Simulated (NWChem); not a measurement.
Species: CAgFO; SMILES [C-](#[O+])->[Ag][F]

```xyz
4

Ag     0.0014     0.2800     0.0000
F     -0.0065     2.2105     0.0000
O     -0.0045    -2.8034     0.0000
C      0.0009    -1.6755     0.0000
```
Atoms are numbered in this order, from 1.

Level: PBE0/def2-SVP with def2 effective core potentials on Ag (NWChem), optimised geometry, unscaled harmonic frequencies. def2 effective core potentials on Ag; no spin-orbit coupling.

Q: List the harmonic frequencies with IR intensities, and the thermochemistry.

A: 
```
frequency (cm⁻¹)  IR intensity (km/mol)
----------------  ---------------------
93                                  9.4
329                                 0.0
331                                 0.1
368                                27.2
604                                41.7
2280                              437.0
```

| Property | Value |
|---|---|
| zero-point energy | 5.7 kcal/mol |
| thermal correction to the enthalpy at 298.15 K (with zero-point energy) | 9.4 kcal/mol |
| heat capacity Cv | 13.7 cal/(mol K) |
| entropy at 298.15 K and 1 atm (symmetry number 1) | 64.7 cal/(mol K) |

Rigid rotor and harmonic oscillator; modes under 100 cm⁻¹ make the entropy uncertain.
